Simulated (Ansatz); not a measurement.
`OC[NH][AlH2]` and `CC[NH][AlH2]` differ in one atom or group.

Ansatz, PBE0-D4/def2-TZVP geometries, multiplicity 1. Each molecule was computed in one conformer, which needn't be the lowest.

```csv
property,`OC[NH][AlH2]`
LUMO energy (PBE/def2-TZVPP) / eV,-1.69
HOMO energy (ωB97M-V/def2-TZVPP) / eV,-9.75
HOMO energy (B3LYP/def2-TZVPP) / eV,-7.18
"ideal-gas entropy at 298 K and 1 bar (rigid rotor, harmonic PBE0-D4/def2-TZVP) / J/(mol·K)",317
size of the dipole moment (ωB97M-V/def2-TZVPP) / D,0.89
HOMO energy (PBE0/def2-TZVPP) / eV,-7.40
```

**Question.** What does the change do to each property? (An estimate is asked.)

**Answer.** Computed: 
```csv
property,`CC[NH][AlH2]`,shift
LUMO energy (PBE/def2-TZVPP) / eV,-1.42,0.27
HOMO energy (ωB97M-V/def2-TZVPP) / eV,-9.23,0.52
HOMO energy (B3LYP/def2-TZVPP) / eV,-6.68,0.50
"ideal-gas entropy at 298 K and 1 bar (rigid rotor, harmonic PBE0-D4/def2-TZVP) / J/(mol·K)",324,7
size of the dipole moment (ωB97M-V/def2-TZVPP) / D,1.20,0.31
HOMO energy (PBE0/def2-TZVPP) / eV,-6.90,0.50
```

With PBE0 the HOMO rises by 0.50 eV and the LUMO rises by 0.27 eV, so the gap narrows by about 0.23 eV. PBE moves the HOMO by 0.38 eV and ωB97M-V by 0.52 eV. The zero-point energy changes by 60.0 kJ/mol with +6 modes. Dipoles are sizes alone; their direction can turn.

B3LYP here is the variant with VWN-RPA as its local correlation; programs differ in this.
